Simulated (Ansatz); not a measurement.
`C[SiH2]O[SiH3]` + H₂O → `C[SiH2]O` + `O[SiH3]` at 500 K and 1 bar (formal hydrolysis of the Si–O bond).

Gas-phase electronic energies from Ansatz, PBE0-D4/def2-TZVP geometries. CCSD(T)/CBS adds triple-zeta CCSD(T) − MP2 to the extrapolated MP2 energy (def2 sets, frozen cores). This one scheme is used for every species. One conformer a species, not always the lowest.

```csv
species,CCSD(T)/CBS energy (Eh),H − E (kJ/mol),S (J/(mol·K))
`C[SiH2]O[SiH3]`,-696.28988,270.0,442.0
H₂O,-76.37941,73.2,206.3
`C[SiH2]O`,-405.96945,214.0,347.9
`O[SiH3]`,-366.69042,127.5,292.9
```

H − E and S are ideal-gas, rigid-rotor, harmonic terms from PBE0-D4/def2-TZVP, for one conformer and one mirror image of each species. 1 Eh = 2625.50 kJ/mol, R = 8.31446 J/(mol·K).

**Question.** By hand: ΔE, ΔH, ΔS and ΔG.

**Answer.** ΔE = (-405.96945) + (-366.69042) − (-696.28988) − (-76.37941) = 0.00942 Eh = 24.7 kJ/mol. Δ(H − E) = 214.0 + 127.5 − 270.0 − 73.2 = -1.7, so ΔH = 23.0 kJ/mol. ΔS = 347.9 + 292.9 − 442.0 − 206.3 = -7.5 J/(mol·K). ΔG = 23.0 − 500 × (-7.5)/1000 = 26.8 kJ/mol.

**Question.** By hand: the equilibrium constant, and the temperature at which ΔG would vanish if ΔH and ΔS stayed fixed.

**Answer.** log₁₀ K = −ΔG/(RT ln 10) = -2.8. ΔH and −TΔS have one sign here, so there is no such temperature.

The number of gas molecules stays the same, so ΔS is small and ΔH decides. A doubt of 5 kJ/mol in ΔE shifts log₁₀ K by 0.5 here. Other conformers and mirror images would add mixing entropy, several J/(mol·K) or more a flexible species. Modes under 60 cm⁻¹, often nearly free rotors, make the harmonic entropy too high. These are equilibria of isolated gas molecules and say nothing of rates. Largest T1 diagnostic: 0.011 (customary marks: 0.02 for closed shells, 0.045 for open ones).

ΔS is within the doubt of such terms, so its sign, and with it that verdict, could turn.
